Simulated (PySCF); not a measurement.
A geometry optimisation on `CC(C)(O)[C@H](Br)CF`.

Method: PBE0-D3(BJ)/def2-SVP geometry optimisation, gas phase (PySCF 2.14.0). Start geometry: GFN2-xTB. The input is one job of a driver script: a line of settings, then coordinates in Å.

Input:
```
{"job": {"xc": "PBE0", "basis": "def2-SVP", "d3": "d3bj", "grid": 1, "kind": "geom"}, "charge": 0, "multiplicity": 1}
C     -1.443449    -1.156494    -0.429084
C     -0.409712    -0.218617     0.202926
C     -0.938804     1.222626     0.164407
O     -0.123149    -0.606433     1.534623
C      0.929192    -0.304045    -0.548662
Br     1.631923    -2.121949    -0.436490
C      2.014339     0.605064     0.011882
F      1.836311     1.893787    -0.424446
H     -1.112394    -2.190762    -0.366354
H     -2.393422    -1.068260     0.095620
H     -1.603085    -0.899664    -1.473344
H     -0.998105     1.583406    -0.858597
H     -1.933050     1.258159     0.605647
H     -0.290486     1.885363     0.730470
H     -0.948512    -0.685520     2.023714
H      0.784019    -0.099052    -1.611232
H      3.004427     0.296402    -0.338264
H      1.985199     0.612306     1.105528
```

Task: Give the output.

Result: 
```
step   0  E = -2944.49079287  max force = 0.011163
step   1  E = -2944.49232662  max force = 0.002284
step   2  E = -2944.49245726  max force = 0.000778
step   3  E = -2944.49250602  max force = 0.000588
step   4  E = -2944.49253594  max force = 0.000760
step   5  E = -2944.49256558  max force = 0.000780
step   6  E = -2944.49257551  max force = 0.000552
step   7  E = -2944.49258357  max force = 0.000263
optimisation converged
```

Energies in Eh; «max force» is the largest Cartesian gradient component in Eh/bohr.

Task: Give the first gradient maximum in eV/Å.

Result: With 1 Eh/bohr = 51.422 eV/Å, 0.574 eV/Å.

Main results: final energy -2944.49258 Eh after 7 steps; dipole 2.12 D.

Task: Where do the atoms end?

Result: 0.110 Å rms from the input after alignment:
```
atom  x, y, z in Å
C1    -1.1188   -1.3352   -0.8494
C2    -0.1342   -0.3306   -0.2564
C3    -0.6816    1.0888   -0.4451
O4     0.0721   -0.5865    1.1166
C5     1.2501   -0.4473   -0.9144
Br6    1.9596   -2.2689   -0.7784
C7     2.3287    0.4436   -0.3201
F8     2.1091    1.7600   -0.6576
H9    -0.7896   -2.3642   -0.6546
H10   -2.1124   -1.1923   -0.3951
H11   -1.2270   -1.1982   -1.9360
H12   -0.7724    1.3554   -1.5085
H13   -1.6883    1.1441   -0.0003
H14   -0.0393    1.8306    0.0427
H15   -0.7805   -0.5338    1.5604
H16    1.1618   -0.2561   -1.9929
H17    3.3122    0.1490   -0.7153
H18    2.3248    0.3419    0.7762
```

Time: 2.8 min; peak memory 0.80 GiB. Hardware: Arm Neoverse N1, one thread, on a shared host.
Labels such as C1 count atoms from 1, the log's own numbers from 0.
